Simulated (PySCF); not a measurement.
Gas-phase reaction: SnCl2 + 2 H + SnH4 → 2 SnH3Cl

Computed with PySCF and rigid-rotor harmonic-oscillator thermochemistry at 1 bar. † marks an energy on the PBE0/def2-TZVP geometry and frequencies. Open shells (unrestricted): H (multiplicity 2); the rest are closed-shell singlets. B3LYP is the form with VWN-RPA correlation. Sn: scalar-relativistic def2 core potential, no spin-orbit coupling. SnH3Cl: computed as isolated molecules; such fragments, hydroxides, amides, oligomers or adducts are transient or little studied in the gas. The harmonic model lacks anharmonicity and excited electronic states, which grow with temperature; levels with a mode under 35 cm⁻¹ are left out. Soft modes under 120 cm⁻¹ make the harmonic entropy rough for SnCl2.

ΔH° and ΔS° at 298 K: B3LYP/def2-TZVP† -383 kJ, -212 J/K; HF/def2-TZVP† -318 kJ, -212 J/K; M06-2X/def2-TZVP† -403 kJ, -212 J/K; PBE/def2-TZVP† -365 kJ, -212 J/K; PBE0/def2-SVP† -381 kJ, -212 J/K.

Problem. With the heat capacities included, give log10 K (1 bar) at 600, 1200, 1400, 1600, 1800 K from B3LYP/def2-TZVP†, HF/def2-TZVP†, M06-2X/def2-TZVP†, PBE/def2-TZVP†, PBE0/def2-SVP†.

Solution. 
```csv
T (K),B3LYP/def2-TZVP†,HF/def2-TZVP†,M06-2X/def2-TZVP†,PBE/def2-TZVP†,PBE0/def2-SVP†
600,22.1,16.4,23.8,20.5,21.9
1200,5.1,2.3,6.0,4.3,5.1
1400,2.7,0.3,3.5,2.0,2.6
1600,0.9,-1.2,1.6,0.3,0.8
1800,-0.5,-2.4,0.1,-1.0,-0.6
```
